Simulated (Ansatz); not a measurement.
```yaml
crystal:
  periodic: [false, false, false]
  atoms:
    - {symbol: Si, position_ang: [-1.587465, -0.820187, -0.775393]}
    - {symbol: C, position_ang: [0.236949, -1.238981, -0.591264]}
    - {symbol: S, position_ang: [1.264201, 0.255202, -0.659416]}
    - {symbol: C, position_ang: [1.046752, 0.854523, 1.027098]}
    - {symbol: S, position_ang: [1.771021, 2.488398, 1.218083]}
    - {symbol: H, position_ang: [-1.985865, 0.193980, 0.236274]}
    - {symbol: H, position_ang: [-1.820324, -0.268147, -2.133053]}
    - {symbol: H, position_ang: [-2.437416, -2.028973, -0.584052]}
    - {symbol: H, position_ang: [0.555094, -1.857023, -1.435272]}
    - {symbol: H, position_ang: [0.464222, -1.807923, 0.314140]}
    - {symbol: H, position_ang: [-0.009471, 0.865053, 1.297028]}
    - {symbol: H, position_ang: [1.583483, 0.212563, 1.729287]}
    - {symbol: H, position_ang: [0.939119, 3.116716, 0.371440]}
basis:
  gaussian: {orbitals: cc-pVTZ-DK}
hamiltonian: {xc: {name: LC-wPBE}}
scf: {max_iter: 3}
output: {forces: true}
```

```sh
$ ansatz run in.yaml --threads 4 --pin off --events-out ev --progress --plain --max-ram 10444MiB
```

Shortened log:

```
Error: invalid value for `basis.gaussian`: such a run doesn't read scf.max_iter; remove what it names
```

Question: What is wrong with this run?

Answer: The input holds a key that doesn't belong there. The program refused the input.
